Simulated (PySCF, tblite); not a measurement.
Isomers of C3H12N2Si2. Computed with GFN2-xTB (tblite): harmonic, unscaled wavenumbers at the GFN2-xTB geometry, gas phase. The method is semi-empirical: single wavenumbers can be off by several per cent or more. Modes of hydrogen on silicon can be 10 to 20 % off. One conformer each.

Electronic energies: PBE0/pcSseg-1 single points on the GFN2-xTB geometries (PySCF, gas phase).

```csv
SMILES,"electronic energy, lowest = 0 (kcal/mol)"
N[SiH](N)C1C[SiH2]C1,11.7
CN[Si@H]1C[Si@H](N)C1,0.0
C=CCN[SiH2][SiH2]N,37.7
C=C[C@@H]([SiH3])N[SiH2]N,37.6
C=C(C)[SiH2]N[SiH2]N,5.3
C/C=N\[SiH2]N(C)[SiH3],24.3
```

Q: How do GFN2-xTB zero-point energies change the relative energies?

A: 
```json
{"SMILES": "CN[Si@H]1C[Si@H](N)C1", "ZPE (kcal/mol)": "93.6", "of it from modes above 1550 cm⁻¹": "51.1", "electronic (kcal/mol)": "0.0", "with ZPE, lowest = 0 (kcal/mol)": "0.0", "lowest mode (cm⁻¹)": "38", "rings": "1"}
{"SMILES": "C=C(C)[SiH2]N[SiH2]N", "ZPE (kcal/mol)": "89.9", "of it from modes above 1550 cm⁻¹": "51.7", "electronic (kcal/mol)": "5.3", "with ZPE, lowest = 0 (kcal/mol)": "1.6", "lowest mode (cm⁻¹)": "30", "rings": "0"}
{"SMILES": "N[SiH](N)C1C[SiH2]C1", "ZPE (kcal/mol)": "92.5", "of it from modes above 1550 cm⁻¹": "50.8", "electronic (kcal/mol)": "11.7", "with ZPE, lowest = 0 (kcal/mol)": "10.6", "lowest mode (cm⁻¹)": "41", "rings": "1"}
{"SMILES": "C/C=N\\[SiH2]N(C)[SiH3]", "ZPE (kcal/mol)": "88.6", "of it from modes above 1550 cm⁻¹": "48.3", "electronic (kcal/mol)": "24.3", "with ZPE, lowest = 0 (kcal/mol)": "19.4", "lowest mode (cm⁻¹)": "23", "rings": "0"}
{"SMILES": "C=C[C@@H]([SiH3])N[SiH2]N", "ZPE (kcal/mol)": "88.4", "of it from modes above 1550 cm⁻¹": "50.5", "electronic (kcal/mol)": "37.6", "with ZPE, lowest = 0 (kcal/mol)": "32.3", "lowest mode (cm⁻¹)": "33", "rings": "0"}
{"SMILES": "C=CCN[SiH2][SiH2]N", "ZPE (kcal/mol)": "90.1", "of it from modes above 1550 cm⁻¹": "51.2", "electronic (kcal/mol)": "37.7", "with ZPE, lowest = 0 (kcal/mol)": "34.2", "lowest mode (cm⁻¹)": "19", "rings": "0"}
```

The zero-point energies span 5.2 kcal/mol, from `C=C[C@@H]([SiH3])N[SiH2]N` to `CN[Si@H]1C[Si@H](N)C1`. The order is unchanged.

Q: And how do the electronic energies of GFN2-xTB itself compare?

A: `CN[Si@H]1C[Si@H](N)C1` 36.1; `C=C(C)[SiH2]N[SiH2]N` 10.8; `N[SiH](N)C1C[SiH2]C1` 31.8; `C/C=N\[SiH2]N(C)[SiH3]` 0.0; `C=C[C@@H]([SiH3])N[SiH2]N` 29.8; `C=CCN[SiH2][SiH2]N` 34.6 kcal/mol, lowest = 0. Against the energies above, taken from the same isomer `CN[Si@H]1C[Si@H](N)C1`, the largest difference is 60.4 kcal/mol.

Q: What do entropy and thermal enthalpy add at 298.15 K and 1 bar (rigid rotor, harmonic oscillator, one conformer each)?

A: 
| SMILES | point group | symmetry number | S (cal/(mol K)) | H − H(0) (kcal/mol) | ZPE + H − H(0) − TS (kcal/mol) |
| --- | --- | --- | --- | --- | --- |
| CN[Si@H]1C[Si@H](N)C1 | C1 | 1 | 101.8 | 7.50 | 70.7 |
| C=C(C)[SiH2]N[SiH2]N | C1 | 1 | 108.7 | 8.09 | 65.5 |
| N[SiH](N)C1C[SiH2]C1 | C1 | 1 | 101.5 | 7.43 | 69.6 |
| C=C[C@@H]([SiH3])N[SiH2]N | C1 | 1 | 105.3 | 7.84 | 64.8 |

Not tabulated: `C/C=N\[SiH2]N(C)[SiH3]` (lowest mode only 23 cm⁻¹); `C=CCN[SiH2][SiH2]N` (lowest mode only 18 cm⁻¹).
